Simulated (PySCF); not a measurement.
Compounds:

A. SMILES C[Si@H]1[Si@@H](Cl)[Si@@H](Cl)[Si@@H]1Cl
B. `C=C[C@@H](OC)C(=C)[C@H](F)Cl`
C. `C#C[SiH2][C@@H]1C=C(Cl)C1`

Spectrum 1. $^{1}$H NMR (500 MHz, computed): δ 5.97 (d, 1H), 4.55 (m, 1H), 4.06 (m, 1H), 3.16 (m, 1H), 2.70 (m, 1H), 2.43 (m, 1H), 1.92 (m, 1H). $^{13}$C{$^{1}$H} NMR (computed): δ 141.8 (C), 140.6 (CH), 104.8 (CH), 85.9 (C), 43.3 (CH2), 28.0 (CH).

Spectrum 2. $^{1}$H NMR (500 MHz, computed): δ 6.62 (m, 1H), 6.23 (m, 1H), 5.96 (m, 1H), 5.92 (m, 1H), 5.79 (m, 1H), 5.57 (m, 1H), 4.27 (d, 1H), 3.51 (s, 3H). $^{13}$C{$^{1}$H} NMR (computed): δ 157.5 (C), 146.7 (CH), 125.8 (CH2), 121.6 (CH2), 104.8 (CH), 87.4 (CH), 58.4 (CH3).

Spectrum 3. $^{1}$H NMR (500 MHz, computed): δ 6.21 (m, 1H), 6.15 (m, 1H), 6.15 (m, 1H), 4.90 (m, 1H), 0.54 (d, 3H). $^{13}$C{$^{1}$H} NMR (computed): δ -8.1 (CH3).

PySCF 2.14.0 with density-fitted response routines calculation with GIAO PBE0/pcSseg-1 shieldings and geometry: GFN2-xTB; single conformer, non-relativistic Hamiltonian, averaged over atoms made equivalent by symmetry, fast rotation or ring inversion, gas phase.

δ = σ(ref) − σ, references computed at the same level: $^{1}$H (31.72 ppm), $^{13}$C (186.93 ppm) against TMS. Splittings of carbon signals by F and P are missing where no couplings were computed. Where no couplings were computed, multiplicities follow the n + 1 count of equivalent neighbours, and m marks all less simple cases (inequivalent or close neighbours, rings, F or P nearby). Shifts are as computed. Against solution values, carbons near 30 ppm lie about +3 ppm off and those near 130 ppm about +5 ppm; carbons on Cl a further +6 ppm. Of 1309 compounds with measured shifts, 239 miss one by over three times the rms of a fit or turn the order of signals round; such compounds aren't used in these exercises. Carbons bonded to Cl come out too deshielded.

Problem. Match each spectrum to its structure.

Solution. 1–C, 2–B, 3–A.

- Spectrum 1 (C): 6 $^{13}$C signals; δC 141.8 is a fully substituted alkene carbon; δC 140.6 is an alkene CH.
- Spectrum 2 (B): 7 $^{13}$C signals; δC 157.5 is a fully substituted alkene carbon; δC 146.7 is an alkene CH.
- Spectrum 3 (A): a single $^{13}$C signal, at -8.1 ppm (methyl carbon bonded to Si); δH 0.54 is the hydrogen on a methyl carbon bonded to Si; δH 6.21 is the hydrogen on a silicon bonded to Cl, 2 Si, in a 4-membered ring.
